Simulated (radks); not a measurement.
Ru29+, configuration [Ne] 3s2 3p3. Method: Dirac Kohn-Sham, BLYP, spin-unpolarised, spherical densities, point nucleus; open shells fill j = l - 1/2 first; computed with a radial shooting solver on a logarithmic mesh with Libxc functionals.

Spin-orbit splittings of the eigenvalues, e(l+1/2) - e(l-1/2), with zeta = 2 splitting/(2l+1) and mean radii in bohr:

| shell | occ. | splitting (eV) | zeta (eV) | <r> j=l-1/2 | <r> j=l+1/2 |
|---|---|---|---|---|---|
| 2p | 6 | 134.2 | 89.44 | 0.1219 | 0.1265 |
| 3p | 3 | 31.69 | 21.13 | 0.3405 | 0.3475 |
